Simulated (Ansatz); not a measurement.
`C[O][AlH][SeH]` → Al• + C• + 5 H• + O• + Se•  (atomization)

Program: Ansatz. Geometries: PBE0-D4/def2-TZVP. ΔE: electronic, gas phase. CBS: MP2 limit from def2 TZ/QZ plus the TZ coupled-cluster correction, frozen cores. This one scheme is used for every species, atoms too. DFT in def2-TZVPP. B3LYP here is the variant with VWN-RPA as its local correlation; programs differ in this. No spin–orbit coupling; open shells (•) take unrestricted orbitals. Spin–orbit coupling would lower the free atoms: a little for Al, C, O; clearly for Se. Bonds to Se are less sure, by a few kJ/mol each and by 10 to 20 or more in all where they break to atoms, as the def2 sets lack core-valence functions. Scalar relativity is left out up to krypton. One conformer a species, not always the lowest.

What is ΔE at CCSD(T)/CBS? (Estimate.)

The calculation gave: +31.66 eV.

What do these levels give: PBE-D4, r2SCAN-D4, PBE0-D4, ωB97X-V, ωB97M-V, B3LYP, HF/def2-TZVPP, SCS-MP2/def2-TZVPP, CCSD/def2-TZVPP, CCSD(T)/def2-TZVPP, SCS-MP2/def2-QZVPP, HF/CBS(def2)? (Best estimate.)

Ansatz gave: PBE-D4 31.78, r2SCAN-D4 31.63, PBE0-D4 31.27, ωB97X-V 31.59, ωB97M-V 31.48, B3LYP 31.12, HF/def2-TZVPP 22.87, SCS-MP2/def2-TZVPP 31.09, CCSD/def2-TZVPP 30.33, CCSD(T)/def2-TZVPP 30.77, SCS-MP2/def2-QZVPP 31.67, HF/CBS(def2) 22.92 eV.

Largest T1 diagnostic among the species: 0.018.

In def2-TZVPP, CCSD(T) changes the Hartree–Fock value by +7.90 eV (the triples alone add +0.45 eV) and MP2 by +8.33 eV; breaking electron pairs costs correlation energy, which Hartree–Fock lacks. From PBE to PBE0 (25 % exact exchange), in def2-TZVPP and without D4, ΔE moves by −0.49 eV: exact exchange takes away binding that semilocal exchange gives to molecules.

For atomizations the MP2-based limit and the directly extrapolated one differ by several kJ/mol either way, and by 10 to 25 for some Ge, Se and Sn compounds, so smaller differences from it don't rank the levels.
